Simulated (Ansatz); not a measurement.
```xyz
3

Cl    0.0000    0.0000   -1.9293
Zn    0.0000    0.0000    0.0000
Cl    0.0000    0.0000    1.9293
```

Basis set: def2-TZVP (spherical functions). Frozen core: 15 orbitals. Charge 0, multiplicity 1.

Computed with Ansatz (development build ahead of 0.2.0); each method stands on the lowest determinant of its kind that the runs found. Restricted open shells among the atoms or ions are ROHF, correlated in semicanonical orbitals with singles.

(1) Give the atomization energy at this shape (free ground-state atoms in the same class of orbitals less the molecule, no zero-point energy) of singlet ZnCl₂ by RHF-MP2, RHF.

Answers

(1)

```tsv
method	atomization energy
RHF-MP2	6.42 eV
RHF	4.74 eV
```

Caution: the shape is not the minimum.
